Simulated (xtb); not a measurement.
C5H13O3Si, charge +1, singlet, at a GFN2-xTB geometry; GFN1-xTB in xtb 6.7.1.

xtb was given this input:
```
$ xtb mol.xyz --gfn 1 --chrg 1 --acc 0.1 --json

# file mol.xyz
22

C     -0.91641656    -2.31931406    -1.42596907
C     -0.44487032    -1.08248142    -1.54083620
Si    -0.14187058     0.10461714    -0.13032044
O     -0.33569001     1.67625302    -0.34617717
C     -1.43253891     2.52160283    -0.64256663
O     -0.46215718    -0.62438055     1.23946622
C     -0.76285267    -0.33612068     2.59581626
O      1.69171766     0.34802319    -0.03671418
C      2.61661455    -0.73870961     0.01127747
H     -1.15913827    -2.74779489    -0.46854943
H     -1.07673129    -2.94567544    -2.28802493
H     -0.23315791    -0.70945139    -2.53698669
H     -1.07543930     3.54769264    -0.57087791
H     -2.24408831     2.36393058     0.06604461
H     -1.79348234     2.32616212    -1.65136974
H      0.15073766    -0.40440129     3.18617184
H     -1.19016977     0.65943058     2.70052197
H     -1.47717413    -1.08314146     2.93924547
H      2.05388694     1.11726467    -0.49927576
H      2.15128333    -1.52587334     0.59828828
H      2.83322131    -1.11646387    -0.98769197
H      3.53585994    -0.41534689     0.49806016
```

It wrote (shortened):

```
   ID    Z sym.   atoms
    1    6 C      1, 2, 5, 7, 9
    2   14 Si     3
    3    8 O      4, 6, 8
    4    1 H      10-22

           -------------------------------------------------
          |                Calculation Setup                |
           -------------------------------------------------

           -------------------------------------------------
          |                 G F N 1 - x T B                 |
           -------------------------------------------------

          ...................................................
          :                      SETUP                      :
          :.................................................:
          :  # basis functions                  68          :
          :  # atomic orbitals                  67          :
          :  # shells                           45          :
          :  # electrons                        54          :
          :  # halogen bonds                     0          :
          :  max. iterations                   250          :
          :  Hamiltonian                  GFN1-xTB          :
          :  restarted?                      false          :
          :  GBSA solvation                  false          :
          :  PC potential                    false          :
          :  electronic temp.          300.0000000     K    :
          :  accuracy                    0.1000000          :
          :  -> integral cutoff          0.3500000E+02      :
          :  -> integral neglect         0.1000000E-08      :
          :  -> SCF convergence          0.1000000E-06 Eh   :
          :  -> wf. convergence          0.2000000E-05 e    :
          :  Broyden damping             0.4000000          :
          :  net charge                          1          :
          :  unpaired electrons                  0          :
          ...................................................

 iter      E             dE          RMSdq      gap      omega  full diag
   1    -33.5336346 -0.335336E+02  0.769E+00    4.95       0.0  T
   2    -33.5747426 -0.411080E-01  0.461E+00    4.94       1.0  T
   3    -33.5720872  0.265537E-02  0.682E-01    4.92       1.0  T
   4    -33.5727299 -0.642673E-03  0.326E-01    4.89       1.0  T
   5    -33.5782164 -0.548654E-02  0.756E-02    4.93       1.0  T
   6    -33.5784073 -0.190900E-03  0.260E-02    4.92       1.0  T
   7    -33.5784088 -0.146607E-05  0.982E-03    4.92       2.2  T
[...]
         :: total energy             -33.235083202017 Eh    ::
[...]
    21H     0.05799  0.11730   0.942  0.000  0.000
    22H     0.06573  0.12482   0.934  0.000  0.000

Wiberg/Mayer (AO) data.
largest (>0.10) Wiberg bond orders for each atom

 ---------------------------------------------------------------------------
     #   Z sym  total        # sym  WBO       # sym  WBO       # sym  WBO
 ---------------------------------------------------------------------------
     1   6 C    3.982 --     2 C    1.904    10 H    0.976    11 H    0.974
                             3 Si   0.107
     2   6 C    3.992 --     1 C    1.904     3 Si   1.068    12 H    0.946
     3  14 Si   4.853 --     6 O    1.446     4 O    1.405     2 C    1.068
                             8 O    0.674     1 C    0.107
     4   8 O    2.399 --     3 Si   1.405     5 C    0.881
     5   6 C    3.873 --    14 H    0.987    15 H    0.987    13 H    0.985
                             4 O    0.881
     6   8 O    2.421 --     3 Si   1.446     7 C    0.874
     7   6 C    3.870 --    17 H    0.986    16 H    0.986    18 H    0.985
                             6 O    0.874
     8   8 O    2.400 --     9 C    0.865    19 H    0.800     3 Si   0.674
     9   6 C    3.839 --    21 H    0.986    22 H    0.984    20 H    0.980
                             8 O    0.865
    10   1 H    1.004 --     1 C    0.976
    11   1 H    1.003 --     1 C    0.974
    12   1 H    1.004 --     2 C    0.946
    13   1 H    1.009 --     5 C    0.985
    14   1 H    1.002 --     5 C    0.987
    15   1 H    1.004 --     5 C    0.987
    16   1 H    1.005 --     7 C    0.986
    17   1 H    1.001 --     7 C    0.986
    18   1 H    1.008 --     7 C    0.985
    19   1 H    0.841 --     8 O    0.800
    20   1 H    1.002 --     9 C    0.980
    21   1 H    1.002 --     9 C    0.986
    22   1 H    1.002 --     9 C    0.984
 ---------------------------------------------------------------------------

Topologies differ in total number of bonds
Writing topology from bond orders to xtbtopo.mol

 dipole moment from electron density (au)
     X       Y       Z
   1.3509   0.5303  -0.2663  total (Debye):    3.750

           -------------------------------------------------
          | TOTAL ENERGY              -33.235083202017 Eh   |
          | GRADIENT NORM               0.042223169056 Eh/α |
          | HOMO-LUMO GAP               4.919642294554 eV   |
           -------------------------------------------------

normal termination of xtb
```
